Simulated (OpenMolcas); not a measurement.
## Kr3+: RASPT2 settings compared

- Program: OpenMolcas 26.06
- Basis: ANO-R2 [6s5p4d3f1g]
- Scalar Hamiltonian: X2C, finite nucleus
- Active space: 5 electrons in 9 orbitals (RAS2 4s 4p; RAS3 4d, at most 2 electrons)
- State averaging: 2S+1 = 4 odd, 1 root; 2S+1 = 2 odd, 8 roots kept (CI in the orbitals of an earlier block); 2S+1 = 4 even, 3 roots; 2S+1 = 2 even, 9 roots kept (CI in the orbitals of an earlier block)
- Spin-orbit coupling: state interaction with AMFI integrals over the reference wave functions, term energies averaged over their components

Methods on the same reference wave functions:
A. RASSCF
B. SS-RASPT2, IPEA 0.15 Eh, real shift 0.25 Eh (closed shells correlated: 3s 3p 3d)
C. SS-RASPT2, IPEA 0.6 Eh, sigma1 regulariser 0.05 Eh (closed shells correlated: none)
D. SS-RASPT2, IPEA 0.5 Eh, no level shift (closed shells correlated: 3d)

Energies in cm-1 above 4s2 4p3 4S* 3/2, the measured ground level; measured values from Saloman, J. Phys. Chem. Ref. Data 36, 215 (2007).

| Level | A | B | C | D | Measured |
| --- | --- | --- | --- | --- | --- |
| 4s2 4p3 4S* 3/2 | 0.0 | 0.0 | 0.0 | 0.0 | 0.0 |
| 4s2 4p3 2D* 3/2 | 20907 | 17590 | 17950 | 17880 | 17038 |
| 4s2 4p3 2D* 5/2 | 22250 | 18920 | 19270 | 19190 | 18700 |
| 4s2 4p3 2P* 1/2 | 35089 | 31790 | 32220 | 32210 | 31056 |
| 4s2 4p3 2P* 3/2 | 36828 | 33570 | 33990 | 33970 | 33406 |
| 4s 4p4 4P 5/2 | 117302 | 118610 | 117020 | 118550 | 118762 |
| 4s 4p4 4P 3/2 | 120590 | 121910 | 120320 | 121850 | 122426 |
| 4s 4p4 4P 1/2 | 122194 | 123490 | 121910 | 123430 | 124110 |
| 4s 4p4 2D 3/2 | 148888 | 146640 | 146320 | 147070 | 145773 |
| 4s 4p4 2D 5/2 | 149390 | 147220 | 146870 | 147640 | 146645 |

Deviations, from unrounded energies. A percentage is the sum of absolute deviations over the sum of measured energies, with the sign that they share, or ± where signs differ.

```
                        Against measurement  Levels      A     B     C     D
             mean absolute deviation (cm-1)       9   2900   490  1100   760
other terms of the ground configuration (%)       4  +14.8  +1.7  +3.2  +3.0
                   other configurations (%)       5   ±1.7  ±0.4  ±1.0  ±0.6
```

B lies closest to measurement on these levels and A furthest from it. The largest miss of B in the table is 4s 4p4 2D 3/2, by +870 cm-1. The ranking rests on the paired levels alone, and a cruder setting can come out closer through cancelling errors.

Among B to D the level of the table that moves most is 4s 4p4 4P 3/2, by 1600 cm-1 (lowest in C, highest in B). Moves below CASPT2's spread within the term are not significant.

From A to B the spin-free energies of the other terms of 4s2 4p3 shown, above 4S*, scale by factors of 0.84 to 0.90.

The lowest spin-free term lies below A's lowest term by 0.657 hartree in B, 0.026 hartree in C, 0.466 hartree in D.

CASPT2 breaks the degeneracy within a term, and the mean is taken; among the terms shown or strongly mixed into the levels shown the widest spread is 47 cm-1 (4s 4p4 2D, C). Terms from blocks run as CI alone lack orbitals of their own. The run also gave levels led by 4s2 4p2 4d, which use shells meant for correlation; these and all levels above them are left out. Some terms mix strongly with configurations of 4d, whose occupation reaches 0.24 (4s 4p4 2D). Computed and measured levels are paired by configuration, term and J; levels that our copy of the source lacks, or whose pairing is in doubt (as where it misses far off the trend of its configuration), stay unpaired and out of the deviations. Only configurations of the active space appear. The table leaves out levels that lie high or whose names do not pair safely across all columns.

* marks odd parity.
